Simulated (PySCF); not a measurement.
CH₇FN₂OSi (SMILES CO[Si](N)(N)F), singlet, at a GFN2-xTB geometry, atoms displaced at random by about 0.03 Å a coordinate; DF-B3LYP/STO-3G, gradient run with PySCF.

PySCF was given this input:
```python
from pyscf import gto, scf, dft

mol = gto.Mole()
mol.atom = '''
    C     2.260551    0.257248    0.205044
    O     1.147446   -0.368787    0.595291
    Si   -0.320818   -0.032279    0.021080
    N    -0.749370    1.588318    0.121127
    N    -1.514308   -1.117502    0.742068
    F    -0.500244   -0.391577   -1.565292
    H     2.281441    1.302446    0.237868
    H     2.560057   -0.027283   -0.914017
    H     3.141245   -0.134647    0.815947
    H    -1.662975    1.970059   -0.407423
    H    -0.573496    2.084112    0.969233
    H    -1.552591   -2.061278    0.443785
    H    -1.528607   -1.085897    1.780330
'''
mol.basis = 'sto-3g'
mol.charge = 0
mol.spin = 0
mol.verbose = 3
mol.build()

mf = dft.RKS(mol)
mf.xc = 'b3lyp'
mf = mf.density_fit(auxbasis='def2-universal-jkfit')
mf.kernel()
g = mf.nuc_grad_method()
grad = g.kernel()
```

It wrote (shortened):

```
converged SCF energy = -608.606653317896
--------------- DFRKS gradients ---------------
         x                y                z
0 C    -0.1087216541     0.0454602044     0.0685418957
1 O     0.0448620167     0.0481147578    -0.0531736228
2 Si     0.0671490358     0.0349335227     0.0420531512
3 N     0.0519942281    -0.0276965612     0.0527942501
4 N    -0.0145639763    -0.0681045707    -0.0202974057
5 F    -0.0088530638     0.0011140653    -0.0000369010
6 H     0.0017401056    -0.0627078850    -0.0058808677
7 H     0.0079785822    -0.0133844382    -0.0362869643
8 H     0.0125596604    -0.0109870036     0.0073018430
9 H    -0.0546459579     0.0238901581    -0.0350152283
10 H    -0.0012375490    -0.0280548931    -0.0329486106
11 H    -0.0017453499     0.0515703163     0.0156382848
12 H     0.0034888869     0.0058568139    -0.0026147870
----------------------------------------------
```
